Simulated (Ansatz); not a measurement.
```yaml
crystal:
  periodic: [false, false, false]
  atoms:
    - {symbol: N, position_ang: [-0.364230, 1.207867, -1.153117]}
    - {symbol: Al, position_ang: [-0.188439, 0.054218, 0.168162]}
    - {symbol: N, position_ang: [1.100059, -1.156777, 0.164636]}
    - {symbol: O, position_ang: [-1.315503, 0.170150, 1.432691]}
    - {symbol: H, position_ang: [0.220759, 1.263824, -1.968671]}
    - {symbol: H, position_ang: [-1.082831, 1.911159, -1.186165]}
    - {symbol: H, position_ang: [1.789247, -1.260802, -0.561101]}
    - {symbol: H, position_ang: [1.253202, -1.842355, 0.884448]}
    - {symbol: H, position_ang: [-1.323763, -0.393482, 2.202016]}
basis:
  gaussian: {orbitals: def2-TZVP, fitting: {mean_field: def2-universal-jkfit}}
hamiltonian: {xc: {name: r2SCANh}, dispersion: d3bjatm}
accuracy: high
multiplicity: 3
```

```sh
$ ansatz run in.yaml --threads 2 --pin off --events-out ev --progress --plain --max-ram 32768MiB --backend cpu
```

Problem. How does Ansatz answer? (Estimate.)

Solution. Ansatz gave: The input was rejected before any iteration.
```
Error: YAML parse error: error: line 17 column 1: unknown field `multiplicity`, expected one of crystal, accuracy, basis, kpoints, hamiltonian, magnetization, projection, total_charge, correlation, batch, efield, external_charges, scf, relax, neb, saddle, md, ramp, phonons, dielectric, real_time, elastic, magnetic_configurations, gw, evaluate, workflow, output, checkpoint, execution
15 | hamiltonian: {xc: {name: r2SCANh}, dispersion: d3bjatm}
16 | accuracy: high
17 | multiplicity: 3
```
